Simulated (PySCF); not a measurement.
**ScI₃: fields on a plane**

All numbers come from PBE0/[Sc def2-SVP, I def2-SVP with ECP28], scalar-relativistic core potentials, density fitting, no spin–orbit coupling, PySCF.

The singlet minimum has Sc–I 2.633 Å (×3); I–Sc–I 120.0° (×3).

The plane holds Sc1 at (0.00, 0.00), I2 at (2.63, 0.00), I3 at (-1.32, 2.28), I4 at (-1.32, -2.28) Å. Columns run from x = -3.45 to 4.95 Å, rows from y = 4.65 (top) to -4.35 Å, in steps of 0.3 Å. Other isomers or separated fragments may lie lower. Core electrons replaced by a potential are absent, the electrostatic potential uses the reduced nuclear charge, and values within about 0.7 Å of such atoms have no physical meaning.

Give the electrostatic potential (V) (cut at 20 V). Lower edges of the bins (V): '_' -0.20, '.' -0.08, ':' 0.11, '-' 0.41, '=' 0.89, '+' 1.64, '*' 2.83, '#' 4.72, '%' 7.72, '@' 12.47; top 20.0, each point printed twice.


```
....................____________________..................
......::::::::::::....______________________..............
....::::----====----::..________________________..........
....::--==++****++++==::..__________________________......
..::--==**##%%%%%%##**==::..__________________________....
..::==++##@@@@@@@@@@##++--..____________________________..
..--==**@@@@@@@@@@@@@@##++::..__________________________..
..--++##@@@@@@@@@@@@@@%%++--::....________________________
..--++##@@@@@@@@@@@@@@%%**==--::....______________________
..::++##@@@@@@@@@@@@@@%%**++==--::::::..::........______..
__::==**%%@@@@@@@@@@@@##****++====----======----::........
__..--++##%%@@@@@@@@%%%%####****++++++********++--::::....
____::--++**##%%%%%%%%@@@@%%%%##****##%%@@@@%%##++==::::..
____..::==++**##%%@@@@@@@@@@@@%%##%%@@@@@@@@@@%%##++--::..
____..::--==**##%%@@@@@@@@@@@@%%%%@@@@@@@@@@@@@@%%**==::::
____..::--==**##@@@@@@@@@@@@@@@@%%@@@@@@@@@@@@@@%%**==--::
____..::--==**##@@@@@@@@@@@@@@@@%%@@@@@@@@@@@@@@%%**==--::
____..::--==**##%%@@@@@@@@@@@@%%%%@@@@@@@@@@@@@@%%**==::::
____..::==++**##%%@@@@@@@@@@@@%%##%%@@@@@@@@@@%%##++--::..
____::--++**##%%%%%%%%@@@@%%%%##****##%%@@@@%%##++==::::..
__..--++##%%@@@@@@@@%%%%####****++++++********++--::::....
__::==**%%@@@@@@@@@@@@##****++====----======----::........
..::++##@@@@@@@@@@@@@@%%**++==--::::::..::........______..
..--++##@@@@@@@@@@@@@@%%**==--::....______________________
..--++##@@@@@@@@@@@@@@%%++--::....________________________
..--==**@@@@@@@@@@@@@@##++::..__________________________..
..::==++##@@@@@@@@@@##++--..____________________________..
..::--==**##%%%%%%##**==::..__________________________....
....::--==++****++++==::..__________________________......
....::::----====----::..________________________..........
......::::::::::::....______________________..............
```

Give the electron localisation function (set to 0 where the density is under 0.005 e/Å³). Every second row and column.


```
0.00 0.00 0.00 0.13 0.17 0.00 0.00 0.00 0.00 0.00 0.00 0.00 0.00 0.00 0.00
0.00 0.13 0.35 0.55 0.62 0.54 0.32 0.00 0.00 0.00 0.00 0.00 0.00 0.00 0.00
0.13 0.45 0.76 0.78 0.79 0.81 0.61 0.21 0.00 0.00 0.00 0.00 0.00 0.00 0.00
0.32 0.72 0.72 0.32 0.37 0.64 0.74 0.29 0.00 0.00 0.00 0.00 0.00 0.00 0.00
0.43 0.79 0.47 0.79 0.62 0.32 0.77 0.26 0.03 0.11 0.29 0.31 0.00 0.00 0.00
0.37 0.73 0.73 0.25 0.27 0.66 0.64 0.11 0.20 0.59 0.72 0.71 0.52 0.20 0.00
0.15 0.48 0.74 0.78 0.72 0.24 0.12 0.04 0.60 0.78 0.66 0.78 0.78 0.41 0.00
0.00 0.07 0.26 0.33 0.09 0.81 0.80 0.41 0.66 0.26 0.76 0.29 0.78 0.57 0.12
0.00 0.02 0.08 0.08 0.12 0.79 0.65 0.62 0.64 0.25 0.05 0.59 0.74 0.60 0.14
0.00 0.27 0.57 0.71 0.32 0.34 0.72 0.12 0.66 0.58 0.24 0.43 0.81 0.50 0.10
0.28 0.64 0.79 0.54 0.50 0.69 0.20 0.05 0.42 0.75 0.80 0.81 0.68 0.31 0.00
0.42 0.78 0.57 0.74 0.79 0.42 0.76 0.19 0.08 0.33 0.52 0.52 0.34 0.00 0.00
0.39 0.78 0.55 0.78 0.81 0.40 0.76 0.29 0.01 0.00 0.00 0.00 0.00 0.00 0.00
0.22 0.61 0.80 0.47 0.43 0.80 0.70 0.27 0.00 0.00 0.00 0.00 0.00 0.00 0.00
0.00 0.27 0.59 0.76 0.79 0.72 0.48 0.00 0.00 0.00 0.00 0.00 0.00 0.00 0.00
0.00 0.00 0.16 0.30 0.38 0.32 0.00 0.00 0.00 0.00 0.00 0.00 0.00 0.00 0.00
```
